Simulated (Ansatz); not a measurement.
Al₂BH₆ISi. Charge 0, multiplicity 1. I takes the def2 core potential. The bonds changed during the relaxation, so this is another structure than the one it started from. Geometry: relaxed with PBE0-D4/def2-TZVP. It is one conformer, not always the lowest.

```xyz
11

B     1.087   -0.580   -2.802
Al    1.726    0.084   -0.933
I    -0.507   -1.577   -1.162
Al    0.512   -0.479    1.246
Si   -1.182    1.139    1.961
H     0.384    0.128   -3.464
H     1.596   -1.544   -3.296
H     1.048   -1.700    2.109
H    -2.428    0.486    2.455
H    -0.671    2.012    3.058
H    -1.564    2.032    0.829
```

Q: What is the dipole moment at PBE/def2-TZVPP? (Estimate.)

A: Ansatz gave: 1.52 D, with components (1.41, 0.56, 0.02) D in this frame, pointing from negative to positive charge.

Q: And with r2SCAN, B3LYP, ωB97M-V? (Best estimate.)

A: Ansatz gave: r2SCAN 1.65 D, B3LYP 1.95 D, ωB97M-V 2.15 D.

Q: Give the Mulliken charges with PBE, B3LYP, r2SCAN in def2-TZVPP. (Best estimate.)

A: The calculation gave: 
```json
{"atom": "B1", "PBE": "-0.21", "B3LYP": "-0.17", "r2SCAN": "-0.16"}
{"atom": "Al2", "PBE": "0.18", "B3LYP": "0.17", "r2SCAN": "0.18"}
{"atom": "I3", "PBE": "-0.03", "B3LYP": "-0.10", "r2SCAN": "-0.07"}
{"atom": "Al4", "PBE": "0.24", "B3LYP": "0.28", "r2SCAN": "0.34"}
{"atom": "Si5", "PBE": "-0.01", "B3LYP": "0.06", "r2SCAN": "0.04"}
{"atom": "H6", "PBE": "0.05", "B3LYP": "0.05", "r2SCAN": "0.02"}
{"atom": "H7", "PBE": "0.05", "B3LYP": "0.05", "r2SCAN": "0.02"}
{"atom": "H8", "PBE": "-0.12", "B3LYP": "-0.14", "r2SCAN": "-0.17"}
{"atom": "H9", "PBE": "-0.04", "B3LYP": "-0.06", "r2SCAN": "-0.06"}
{"atom": "H10", "PBE": "-0.05", "B3LYP": "-0.07", "r2SCAN": "-0.07"}
{"atom": "H11", "PBE": "-0.04", "B3LYP": "-0.06", "r2SCAN": "-0.07"}
```

B3LYP here is the variant with VWN-RPA as its local correlation; programs differ in this.
